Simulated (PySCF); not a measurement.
# Computed records: AlH$_{3}$N, AlBFH$_{3}$N, AlBFH$_{4}$N, AlBH$_{7}$NSi and others

Calculation on a computer-drawn molecule: the log of a Hartree-Fock and frozen-core CCSD(T) single point meant for a local Hartree-Fock minimum, with one planted fault or none, to be diagnosed. Offsets are logged minus clean, where the clean run is the same molecule without the fault. The reference is restricted for singlets and unrestricted otherwise, and also for a bond in bohr or an excited solution. Adding or removing an electron swaps singlet and doublet. The excited solution moves the top pair (singlet) or top alpha electron (doublet) to the lowest empty orbital. Highest occupied and lowest empty are orbital energies over both spins, largest force is the largest gradient component, triples share is (T) over the correlation energy, the T1 limit is 0.02 restricted and 0.045 unrestricted, electrons count all cores, a negative frequency is imaginary (commonest isotopes), and the dipole is about the centre of nuclear charge. Program: PySCF 2.14.0.

Common to all runs: logged SCF converged yes; possible faults no fault, one electron removed, one electron added, multiplicity raised by two, geometry at a saddle point, SCF held on an excited solution, minimal basis STO-3G, one bond length entered in bohr, all coordinates scaled.

```yaml
- entry: 1
  formula: AlH3N
  logged_structure:
    atoms_angstrom:
      - ["N", 1.481, -0.5624, 0.102]
      - [Al, 1.0531, -0.0744, -1.5444]
      - [H, 1.6558, 0.0589, 0.8698]
      - [H, 1.5852, -1.5127, 0.4103]
      - [H, 0.6181, -2.2974, -3.5279]
  given:
    meant_charge: 0
    meant_multiplicity: 2
    meant_basis: "cc-pV(D+d)Z"
    logged_electrons: 23
    logged_basis_functions: 52
    logged_spin_squared: 0.9369
    "logged_highest_occupied [eV]": -8.268
    "logged_lowest_empty [eV]": 0.99708
    "logged_largest_force [hartree/bohr]": 0.0097319
    logged_T1_diagnostic: 0.042647
    logged_D1_diagnostic: 0.13449
    logged_triples_share: 0.025964
    logged_CC_converged: "yes"
    "logged_dipole_magnitude [debye]": 1.7855
    logged_SCF_stable_within_its_kind: "yes"
    "logged_energy_HF [hartree]": -298.04933
    "logged_energy_CCSD(T) [hartree]": -298.30164
    drawn_bonds_atom: [1, 1, 1, 2]
    drawn_bonds_other_atom: [2, 3, 4, 5]
    drawn_bonds_order: [1, 1, 1, 1]
  results:
    planted_fault: "one bond length entered in bohr, row 4 of the drawn bonds"
    "HF_energy_offset_from_clean_run [kcal/mol]": 40.94
    "CCSD(T)_energy_offset_from_clean_run [kcal/mol]": 42.12
- entry: 2
  formula: AlBFH3N
  logged_structure:
    atoms_angstrom:
      - ["N", -0.1918, -0.4445, -1.2884]
      - [Al, -0.3467, 0.8806, -0.1908]
      - [B, -2.5624, 1.4205, -0.1093]
      - [F, -3.7559, 1.7095, -0.0666]
      - [H, 0.6905, -0.8783, -1.5064]
      - [H, -0.9149, -0.9103, -1.8068]
      - [H, 0.5035, 1.7903, 0.7251]
  given:
    meant_charge: 1
    meant_multiplicity: 1
    meant_basis: "cc-pV(D+d)Z"
    logged_electrons: 36
    logged_basis_functions: 80
    logged_spin_squared: 0.0
    "logged_highest_occupied [eV]": -9.0395
    "logged_lowest_empty [eV]": -13.508
    "logged_largest_force [hartree/bohr]": 0.19177
    logged_CC_converged: "no"
    "logged_dipole_magnitude [debye]": 13.67
    logged_SCF_stable_within_its_kind: "no"
    "logged_energy_HF [hartree]": -421.45089
    drawn_bonds_atom: [1, 2, 3, 1, 1, 2]
    drawn_bonds_other_atom: [2, 3, 4, 5, 6, 7]
    drawn_bonds_order: [1, 1, 1, 1, 1, 1]
  results:
    planted_fault: "SCF held on an excited solution"
    "HF_energy_offset_from_clean_run [kcal/mol]": 373.9
  notes: ["CCSD not converged"]
- entry: 3
  formula: AlBFH4N
  logged_structure:
    atoms_angstrom:
      - ["N", 1.0104, 0.7902, 0.0133]
      - [Al, 0.3816, -0.4021, -1.1268]
      - [B, -1.2665, -1.682, -0.5111]
      - [F, -1.7556, -1.5636, 0.7311]
      - [H, 0.6672, 0.9319, 0.9455]
      - [H, 1.7635, 1.4285, -0.1653]
      - [H, 1.0642, -0.4717, -2.5554]
      - [H, -1.8166, -2.5213, -1.1833]
  given:
    meant_charge: 0
    meant_multiplicity: 1
    meant_basis: "cc-pV(D+d)Z"
    logged_electrons: 38
    logged_basis_functions: 85
    logged_spin_squared: 0.0
    "logged_highest_occupied [eV]": -6.0145
    "logged_lowest_empty [eV]": -3.4303
    "logged_largest_force [hartree/bohr]": 0.054681
    "logged_dipole_magnitude [debye]": 1.768
    logged_SCF_stable_within_its_kind: "no"
    "logged_energy_HF [hartree]": -422.54512
    drawn_bonds_atom: [1, 2, 3, 1, 1, 2, 3]
    drawn_bonds_other_atom: [2, 3, 4, 5, 6, 7, 8]
    drawn_bonds_order: [1, 1, 1, 1, 1, 1, 1]
  results:
    planted_fault: "SCF held on an excited solution"
    "HF_energy_offset_from_clean_run [kcal/mol]": 214.7
  notes: ["coupled-cluster numbers left out as unreliable"]
- entry: 4
  formula: AlBFH4N
  logged_structure:
    atoms_angstrom:
      - ["N", 1.0104, 0.7902, 0.0133]
      - [Al, 0.3816, -0.4021, -1.1268]
      - [B, -1.2665, -1.682, -0.5111]
      - [F, -1.7556, -1.5636, 0.7311]
      - [H, 0.6672, 0.9319, 0.9455]
      - [H, 1.7635, 1.4285, -0.1653]
      - [H, 1.0642, -0.4717, -2.5554]
      - [H, -1.8166, -2.5213, -1.1833]
  given:
    meant_charge: 0
    meant_multiplicity: 1
    meant_basis: "cc-pV(D+d)Z"
    logged_electrons: 38
    logged_basis_functions: 85
    logged_spin_squared: 2.0053
    "logged_highest_occupied [eV]": -7.2553
    "logged_lowest_empty [eV]": -0.64466
    "logged_largest_force [hartree/bohr]": 0.023632
    logged_T1_diagnostic: 0.021782
    logged_D1_diagnostic: 0.10896
    logged_triples_share: 0.023139
    logged_CC_converged: "yes"
    "logged_dipole_magnitude [debye]": 2.1058
    logged_SCF_stable_within_its_kind: "yes"
    "logged_energy_HF [hartree]": -422.78803
    "logged_energy_CCSD(T) [hartree]": -423.32959
    drawn_bonds_atom: [1, 2, 3, 1, 1, 2, 3]
    drawn_bonds_other_atom: [2, 3, 4, 5, 6, 7, 8]
    drawn_bonds_order: [1, 1, 1, 1, 1, 1, 1]
  results:
    planted_fault: "multiplicity raised by two"
    "HF_energy_offset_from_clean_run [kcal/mol]": 62.23
    "CCSD(T)_energy_offset_from_clean_run [kcal/mol]": 69.24
- entry: 5
  formula: AlBFH4N
  logged_structure:
    atoms_angstrom:
      - ["N", 1.0104, 0.7902, 0.0133]
      - [Al, 0.3816, -0.4021, -1.1268]
      - [B, -1.2665, -1.682, -0.5111]
      - [F, -1.7556, -1.5636, 0.7311]
      - [H, 0.6672, 0.9319, 0.9455]
      - [H, 1.7635, 1.4285, -0.1653]
      - [H, 1.0642, -0.4717, -2.5554]
      - [H, -1.8166, -2.5213, -1.1833]
  given:
    meant_charge: 0
    meant_multiplicity: 1
    meant_basis: "cc-pV(D+d)Z"
    logged_electrons: 38
    logged_basis_functions: 85
    logged_spin_squared: 0.0
    "logged_highest_occupied [eV]": -10.157
    "logged_lowest_empty [eV]": 1.162
    "logged_largest_force [hartree/bohr]": 3.7698e-05
    "logged_lowest_frequency [cm^-1]": 39.978
    logged_T1_diagnostic: 0.016452
    logged_D1_diagnostic: 0.055753
    logged_triples_share: 0.022263
    logged_CC_converged: "yes"
    "logged_dipole_magnitude [debye]": 1.0334
    logged_SCF_stable_within_its_kind: "yes"
    "logged_energy_HF [hartree]": -422.8872
    "logged_energy_CCSD(T) [hartree]": -423.43993
    drawn_bonds_atom: [1, 2, 3, 1, 1, 2, 3]
    drawn_bonds_other_atom: [2, 3, 4, 5, 6, 7, 8]
    drawn_bonds_order: [1, 1, 1, 1, 1, 1, 1]
  results:
    planted_fault: "no fault"
    "HF_energy_offset_from_clean_run [kcal/mol]": 0.0
    "CCSD(T)_energy_offset_from_clean_run [kcal/mol]": 0.0
- entry: 6
  formula: AlBH7NSi
  logged_structure:
    atoms_angstrom:
      - ["N", -0.5811, -1.3878, 2.562]
      - [Al, 0.3155, 0.1371, 2.5687]
      - [B, -0.2759, 1.781, 1.3152]
      - [Si, 0.2762, 2.1075, -0.6233]
      - [H, -0.3454, -2.1878, 3.1202]
      - [H, -1.3963, -1.5958, 2.0161]
      - [H, 1.5759, 0.2166, 3.529]
      - [H, -1.0306, 2.616, 1.75]
      - [H, -0.8798, 1.7172, -1.4783]
      - [H, 0.5892, 3.5352, -0.8914]
      - [H, 1.4458, 1.3017, -1.061]
  given:
    meant_charge: 0
    meant_multiplicity: 1
    meant_basis: "cc-pV(D+d)Z"
    logged_electrons: 46
    logged_basis_functions: 109
    logged_spin_squared: 0.0
    "logged_highest_occupied [eV]": -5.9659
    "logged_lowest_empty [eV]": -2.6006
    "logged_largest_force [hartree/bohr]": 0.059142
    logged_CC_converged: "no"
    "logged_dipole_magnitude [debye]": 2.6061
    logged_SCF_stable_within_its_kind: "no"
    "logged_energy_HF [hartree]": -613.78006
    drawn_bonds_atom: [1, 2, 3, 1, 1, 2, 3, 4, 4, 4]
    drawn_bonds_other_atom: [2, 3, 4, 5, 6, 7, 8, 9, 10, 11]
    drawn_bonds_order: [1, 1, 1, 1, 1, 1, 1, 1, 1, 1]
  results:
    planted_fault: "SCF held on an excited solution"
    "HF_energy_offset_from_clean_run [kcal/mol]": 173.9
  notes: ["CCSD not converged"]
- entry: 7
  formula: AlBClH3N
  logged_structure:
    atoms_angstrom:
      - ["N", -1.4094, 1.7277, 0.3469]
      - [Al, -1.9809, 0.067, 0.5204]
      - [B, -2.2089, -1.146, -1.1773]
      - [Cl, -3.2621, -1.735, -2.4229]
      - [H, -1.1763, 2.3278, 1.1164]
      - [H, -1.2556, 2.2173, -0.5146]
      - [H, -2.1546, -0.5412, 1.966]
  given:
    meant_charge: 0
    meant_multiplicity: 2
    meant_basis: "cc-pV(D+d)Z"
    logged_electrons: 45
    logged_basis_functions: 89
    logged_spin_squared: 0.765
    "logged_highest_occupied [eV]": -7.8961
    "logged_lowest_empty [eV]": 1.353
    "logged_largest_force [hartree/bohr]": 1.6756e-05
    "logged_lowest_frequency [cm^-1]": 85.631
    logged_T1_diagnostic: 0.01791
    logged_D1_diagnostic: 0.05375
    logged_triples_share: 0.027239
    logged_CC_converged: "yes"
    "logged_dipole_magnitude [debye]": 1.6506
    logged_SCF_stable_within_its_kind: "yes"
    "logged_energy_HF [hartree]": -782.31926
    "logged_energy_CCSD(T) [hartree]": -782.80799
    drawn_bonds_atom: [1, 2, 3, 1, 1, 2]
    drawn_bonds_other_atom: [2, 3, 4, 5, 6, 7]
    drawn_bonds_order: [1, 1, 1, 1, 1, 1]
  results:
    planted_fault: "no fault"
    "HF_energy_offset_from_clean_run [kcal/mol]": 0.0
    "CCSD(T)_energy_offset_from_clean_run [kcal/mol]": 0.0
- entry: 8
  formula: Al2H3NO
  logged_structure:
    atoms_angstrom:
      - ["N", -2.5387, 0.5765, -0.6947]
      - [Al, -2.3205, -0.6379, 0.562]
      - [O, -2.5799, -0.2329, 2.182]
      - [Al, -2.8277, 0.1258, 3.8137]
      - [H, -2.401, 0.4091, -1.6738]
      - [H, -2.8135, 1.53, -0.5513]
      - [H, -1.884, -2.0924, 0.1502]
  given:
    meant_charge: 0
    meant_multiplicity: 1
    meant_basis: "cc-pV(D+d)Z"
    logged_electrons: 45
    logged_basis_functions: 89
    logged_spin_squared: 0.7741
    "logged_highest_occupied [eV]": 0.975
    "logged_lowest_empty [eV]": 6.5127
    "logged_largest_force [hartree/bohr]": 0.059173
    logged_T1_diagnostic: 0.023008
    logged_D1_diagnostic: 0.099716
    logged_triples_share: 0.025287
    logged_CC_converged: "yes"
    "logged_dipole_magnitude [debye]": 11.497
    logged_SCF_stable_within_its_kind: "yes"
    "logged_energy_HF [hartree]": -615.00506
    "logged_energy_CCSD(T) [hartree]": -615.52099
    drawn_bonds_atom: [1, 2, 3, 1, 1, 2]
    drawn_bonds_other_atom: [2, 3, 4, 5, 6, 7]
    drawn_bonds_order: [1, 1, 1, 1, 1, 1]
  results:
    planted_fault: "one electron added"
    "HF_energy_offset_from_clean_run [kcal/mol]": 32.68
    "CCSD(T)_energy_offset_from_clean_run [kcal/mol]": 28.14
  notes: ["highest electron not bound in this basis"]
- entry: 9
  formula: AlF2H2N
  logged_structure:
    atoms_angstrom:
      - ["N", 2.5278, -1.9012, -1.5569]
      - [Al, 1.7307, -3.0266, -0.596]
      - [F, 2.0094, -3.1094, 0.9661]
      - [F, 0.6779, -4.0368, -1.2254]
      - [H, 3.1777, -1.2594, -1.2336]
      - [H, 2.4009, -1.8016, -2.5124]
  given:
    meant_charge: 0
    meant_multiplicity: 1
    meant_basis: "cc-pV(D+d)Z"
    logged_electrons: 40
    logged_basis_functions: 75
    logged_spin_squared: 0.0
    "logged_highest_occupied [eV]": -11.725
    "logged_lowest_empty [eV]": 2.845
    "logged_largest_force [hartree/bohr]": 0.038982
    logged_T1_diagnostic: 0.012082
    logged_D1_diagnostic: 0.036988
    logged_triples_share: 0.01594
    logged_CC_converged: "yes"
    "logged_dipole_magnitude [debye]": 2.8372
    logged_SCF_stable_within_its_kind: "yes"
    "logged_energy_HF [hartree]": -496.6121
    "logged_energy_CCSD(T) [hartree]": -497.23905
    drawn_bonds_atom: [1, 2, 2, 1, 1]
    drawn_bonds_other_atom: [2, 3, 4, 5, 6]
    drawn_bonds_order: [1, 1, 1, 1, 1]
  results:
    planted_fault: "all coordinates scaled, by -3.3 %"
    "HF_energy_offset_from_clean_run [kcal/mol]": 5.119
    "CCSD(T)_energy_offset_from_clean_run [kcal/mol]": 8.48
- entry: 10
  formula: AlFH2NO
  logged_structure:
    atoms_angstrom:
      - ["N", -0.4996, 1.0673, -1.9671]
      - [Al, 1.451, 1.5288, 0.816]
      - [O, 1.4079, 2.7381, 1.8876]
      - [F, 2.4784, 0.1864, 0.8085]
      - [H, -1.2206, 1.6951, -2.2539]
      - [H, -0.4284, 0.2967, -2.5978]
  given:
    meant_charge: -1
    meant_multiplicity: 1
    meant_basis: "aug-cc-pV(D+d)Z"
    logged_electrons: 40
    logged_basis_functions: 119
    logged_spin_squared: 1.0194
    "logged_highest_occupied [eV]": -1.9322
    "logged_lowest_empty [eV]": 3.2699
    "logged_largest_force [hartree/bohr]": 0.016701
    logged_T1_diagnostic: 0.026578
    logged_D1_diagnostic: 0.09166
    logged_triples_share: 0.031786
    logged_CC_converged: "yes"
    "logged_dipole_magnitude [debye]": 8.9511
    logged_SCF_stable_within_its_kind: "yes"
    "logged_energy_HF [hartree]": -471.89166
    "logged_energy_CCSD(T) [hartree]": -472.57099
    drawn_bonds_atom: [1, 2, 2, 1, 1]
    drawn_bonds_other_atom: [2, 3, 4, 5, 6]
    drawn_bonds_order: [1, 1, 1, 1, 1]
  results:
    planted_fault: "one bond length entered in bohr, row 1 of the drawn bonds"
    "HF_energy_offset_from_clean_run [kcal/mol]": 87.27
    "CCSD(T)_energy_offset_from_clean_run [kcal/mol]": 106.5
```
